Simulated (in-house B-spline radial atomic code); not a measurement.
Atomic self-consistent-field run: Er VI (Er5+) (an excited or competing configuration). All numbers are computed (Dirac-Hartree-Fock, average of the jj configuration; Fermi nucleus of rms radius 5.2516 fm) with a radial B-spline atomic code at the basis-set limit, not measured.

In the input, a minus or plus after the letter marks the j = l - 1/2 or j = l + 1/2 subshell.

Command:
```bash
python run_scf.py task.json out
```
Settings (nuclear radius in fm, mass in u):
```
Z                68
configuration    1s2 2s2 2p6 3s2 3p6 3d10 4s2 4p6 4d10 4f-6 4f+4 5s2 5p-1 5p+3 5d+1
hamiltonian      dirac
method           hf
spin_polarised   False
nucleus          fermi
rms_radius       5.2516
atomic_mass      165.9303
speed_of_light   137.035999084
```

Output (hartree, bohr):
```
 radial grid: 68 intervals, B-splines of order 8, outer radius 25.4386 bohr

 iter        energy (Eh)    residual
    1      -13030.850923    9.34e-01
    2      -13055.190511    1.43e+00
    3      -13083.503454    3.17e-01
    4      -13085.055456    1.01e-01
    5      -13085.189632    1.51e-02
    6      -13085.195578    1.31e-02
    7      -13085.198032    8.72e-04
    8      -13085.198045    5.20e-04
    9      -13085.198049    1.64e-05
   10      -13085.198049    9.57e-07
   11      -13085.198049    1.69e-07

 total energy                    -13085.19805
 kinetic                           14438.2019
 electron-nucleus                 -32210.6178
 electron-electron                  4687.2179

 first-order corrections (not in the total)
   Gaunt                            14.3073
   retardation                      -1.5096
   frequency dependence             -0.2159
   self-energy                      10.1676
   Uehling                          -1.7428
   Wichmann-Kroll                    0.0607
   recoil                            0.0274

 orbital      occ     eigenvalue          <r>       <r^2>       <1/r>     <1/r^3>       r_max    small
 1s1/2      2.000     -2128.0814    0.0203677 0.000567816       77.54           -     0.01286  6.48e-02
 2s1/2      2.000      -364.4661    0.0858274  0.00876459     18.6655           -     0.07335  1.45e-02
 2p1/2      2.000      -346.4463    0.0715572  0.00634555     18.5957           -     0.05519  1.45e-02
 2p3/2      4.000      -312.6757    0.0787912    0.007559      16.143       12161     0.06138  1.33e-02
 3s1/2      2.000       -85.9078     0.224232   0.0576115     6.84735           -       0.207  4.69e-03
 3p1/2      2.000       -78.0362     0.214419   0.0535245     6.74717           -       0.195  4.61e-03
 3p3/2      4.000       -70.7778     0.227782   0.0602023     6.12781     2669.71      0.2077  4.29e-03
 3d3/2      4.000       -57.5256     0.201335   0.0476769     5.99083     450.827      0.1644  4.14e-03
 3d5/2      6.000       -55.8890     0.205246   0.0493905     5.84443     395.585      0.1679  4.06e-03
 4s1/2      2.000       -20.2097     0.507393    0.290477     2.84356           -       0.474  1.48e-03
 4p1/2      2.000       -17.0498     0.517687    0.304922     2.73009           -      0.4773  1.40e-03
 4p3/2      4.000       -15.3119     0.546468    0.339518     2.52922      592.59      0.5033  1.29e-03
 4d3/2      4.000       -10.1412     0.573659    0.381229     2.31255     86.9489      0.5071  1.11e-03
 4d5/2      6.000        -9.6242     0.584667    0.395747     2.25622     74.3611      0.5157  1.07e-03
 4f5/2      6.000        -3.3570     0.693104     0.59358     1.81074     12.5332       0.501  7.30e-04
 4f7/2      4.000        -3.2497     0.708107    0.621965     1.77842     11.9113      0.5073  7.09e-04
 5s1/2      2.000        -4.6864      1.20003     1.60984     1.10648           -       1.092  3.25e-04
 5p1/2      1.000        -3.7484      1.29731     1.88894     1.01544           -       1.169  2.83e-04
 5p3/2      3.000        -3.4641      1.37836     2.13009    0.942234     88.7217        1.24  2.51e-04
 5d5/2      1.000        -2.1236       1.7763     3.56337    0.713351     7.40709       1.553  1.51e-04
```

Cost of the run: 1.7 s on 1 thread of Intel(R) Xeon(R) Platinum 8375C CPU @ 2.90GHz (shared host).

For the Dirac Hamiltonian the kinetic term is c α·p + (β - 1)c².
